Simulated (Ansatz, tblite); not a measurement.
Spin states of the cluster Cu2Te⁻, each relaxed with PBE0-D4/def2-TZVPD in Ansatz. Electronic energies in the gas phase.

In the def2 sets Te takes a core potential; there is no spin–orbit coupling. The xTB rows come from tblite. Correlated methods freeze 22 core orbitals; core or outer-core shells of Te are correlated, in sets that lack core-valence functions. The rows differ in basis, and correlated rows in double-zeta sets carry the largest basis error. In CCSD on the charge -1 quartet the largest single amplitude is 0.16, so its Hartree–Fock determinant may place the open shell otherwise than the density functionals do. The structure comes from a short search, and lower isomers may exist.

Doublet geometry (C2v within 0.1 Å):

Cartesian coordinates in Å:
```
Cu 0.7182 1.0073 -0.6789
Cu -0.7267 0.3602 1.1549
Te 0.0085 -1.3675 -0.4759
```

Quartet geometry (C2v within 0.1 Å):

Cartesian coordinates in Å:
```
Cu -0.7693 1.2621 0.3398
Cu 1.3388 -0.3299 0.6318
Te -0.5695 -0.9322 -0.9716
```

⟨S²⟩: doublet 0.76 at PBE0-D4/def2-TZVPD (pure 0.75), quartet 3.76 at PBE0-D4/def2-TZVPD (pure 3.75).

Run but left out: HF/STO-3G (doublet: ⟨S²⟩ 3.73, where a pure state has 0.75).

Only these spin states were relaxed. Higher spins weren't run and may lie lower.

Second-order perturbation terms are unreliable where d shells bring near-degenerate states, and here MP2/def2-SVPD lies more than 0.4 eV from the median of the functionals without such a term.

```json
{"level": "GFN1-xTB", "quartet − doublet (kcal/mol)": "75.8", "lowest of these": "doublet", "remarks": "–"}
{"level": "r2SCAN-D4/def2-TZVPD", "quartet − doublet (kcal/mol)": "31.4", "lowest of these": "doublet", "remarks": "HOMO above zero (doublet), HOMO above zero (quartet)"}
{"level": "RPA@PBE/def2-TZVPD", "quartet − doublet (kcal/mol)": "32.8", "lowest of these": "doublet", "remarks": "–"}
{"level": "MP2/def2-SVPD", "quartet − doublet (kcal/mol)": "43.4", "lowest of these": "doublet", "remarks": "–"}
```

Question: Estimate the rows for HF/def2-TZVPD, PBE-D4/def2-TZVPD, ωB97X-V/def2-TZVPD, B2PLYP/def2-TZVPD.

Answer: 
| level | quartet − doublet (kcal/mol) | lowest of these | remarks |
| --- | --- | --- | --- |
| HF/def2-TZVPD | 20.9 | doublet | – |
| PBE-D4/def2-TZVPD | 33.9 | doublet | HOMO above zero (doublet), HOMO above zero (quartet) |
| ωB97X-V/def2-TZVPD | 38.2 | doublet | – |
| B2PLYP/def2-TZVPD | 40.1 | doublet | – |

The xTB methods have no term that favours high spin, so they put low spin too low.
